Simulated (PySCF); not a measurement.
Compound: 4-phenylisothiazole, C₉H₇NS.
Atom-mapped SMILES: `[cH:1]1[cH:2][cH:3][c:4](-[c:5]2[cH:6][n:7][s:8][cH:9]2)[cH:10][cH:11]1` (hydrogens: H12 on C1; H13 on C2; H14 on C3; H15 on C6; H16 on C9; H17 on C10; H18 on C11)

Theory: PBE0-D3(BJ)/def2-SVP geometry optimisation, gas phase in PySCF.

Give the optimised bond lengths and angles.

```
           bond  length (Å)     order
  C1–C2, C1–C11       1.394  aromatic
 C2–C3, C10–C11       1.392  aromatic
  C3–C4, C4–C10       1.403  aromatic
          C4–C5       1.471    single
          C5–C6       1.432  aromatic
          C6–N7       1.310  aromatic
          N7–S8       1.656  aromatic
          S8–C9       1.705  aromatic
          C5–C9       1.379  aromatic
         C1–H12       1.092    single
C2–H13, C11–H18       1.093    single
C3–H14, C10–H17       1.092    single
         C6–H15       1.094    single
         C9–H16       1.090    single
```

Bonds in one row agree within 0.01 Å and their mean is given. Orders are formal, as drawn. A selection of angles:
```
    angle  degrees
C2–C1–C11    119.5
 C1–C2–C3    120.3
 C2–C3–C4    120.8
 C3–C4–C5    121.0
C3–C4–C10    118.4
 C4–C5–C6    125.2
 C4–C5–C9    126.1
 C6–C5–C9    108.7
 C5–C6–N7    117.3
 C6–N7–S8    109.2
 N7–S8–C9     95.1
 C5–C9–S8    109.7
```

Dihedral angles: C3–C4–C5–C6 150°. The mirror-image conformer, all signs reversed, is as good.

The C–C distances run from 1.379 Å (C5–C9, aromatic) to 1.471 Å (C4–C5, drawn single), a spread of 0.092 Å. Of the pairs four or more bonds apart, C6···H17 is among the closest relative to their van der Waals radii: 2.79 Å, 96 % of the sum of Bondi's values. The 6-membered ring C1–C2–C3–C4–C10–C11 has internal angles of 118.4° to 120.8° (sum 720°, against 720° for a flat polygon); it is planar, 0.00 Å rms from its mean plane, widest ring torsion 0°. The 5-membered ring C5–C6–N7–S8–C9 has internal angles of 95.1° to 117.3° (sum 540°, against 540° for a flat polygon); it is planar, 0.00 Å rms from its mean plane, widest ring torsion 0°.

Point group: C1 (no symmetry element, even within 0.4 Å). PBE0-D3(BJ)/def2-SVP frequencies: not computed here. The numbers are those of one conformer.

The run took about 2.2 min of CPU time (one thread, shared machine). That covers the optimisation of the geometry.
